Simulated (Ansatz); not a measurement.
`CC(=O)O[SiH2]F`, 11 atoms. Charge 0, multiplicity 1. All runs use 4 threads of an Arm Neoverse N1 on a shared host. Correlated methods freeze the cores.

**Question.** How many basis functions does each run have, and how long does it take in Ansatz? RKS PBE0-D4/def2-TZVP relaxation (8 steps); direct RPA on PBE orbitals/def2-TZVPP energy; RKS PBE0-D4/def2-SVP energy; RKS PBE-D4/def2-TZVPP energy and forces; RKS ωB97M-V/def2-SVP energy; RKS PBE-QIDH (frozen core)/def2-TZVPP energy; RKS r2SCANh-D4/def2-TZVPP energy; RKS r2SCAN-D4/def2-TZVPP energy and forces; RHF-CCSD(T)/def2-SVP energy; RHF-CCSD(T)/def2-TZVPP energy; RHF-MP2/def2-QZVPP energy; RKS ωB97M-V/def2-QZVPP energy. (An estimate is asked.)

**Answer.** Ansatz gave: Other jobs shared the machine, so times are rough.

| level | job | functions | wall time | peak host memory (GiB) |
| --- | --- | --- | --- | --- |
| RKS PBE0-D4/def2-SVP | energy | 113 | 1.8 s | 0.26 |
| RKS PBE-D4/def2-TZVPP | energy and forces | 267 | 4.5 s | 0.35 |
| RKS ωB97M-V/def2-SVP | energy | 113 | 7.5 s | 0.36 |
| RKS r2SCAN-D4/def2-TZVPP | energy and forces | 267 | 9 s | 0.38 |
| RKS r2SCANh-D4/def2-TZVPP | energy | 267 | 9.5 s | 0.71 |
| direct RPA on PBE orbitals/def2-TZVPP | energy | 267 | 10 s | 0.66 |
| RKS PBE-QIDH (frozen core)/def2-TZVPP | energy | 267 | 11 s | 0.73 |
| RHF-CCSD(T)/def2-SVP | energy | 113 | 14 s | 0.62 |
| RKS ωB97M-V/def2-QZVPP | energy | 505 | 37 s | 2.2 |
| RHF-MP2/def2-QZVPP | energy | 505 | 43 s | 3.3 |
| RKS PBE0-D4/def2-TZVP | relaxation (8 steps) | 222 | 55 s | 0.59 |
| RHF-CCSD(T)/def2-TZVPP | energy | 267 | 7.8 min | 7.2 |
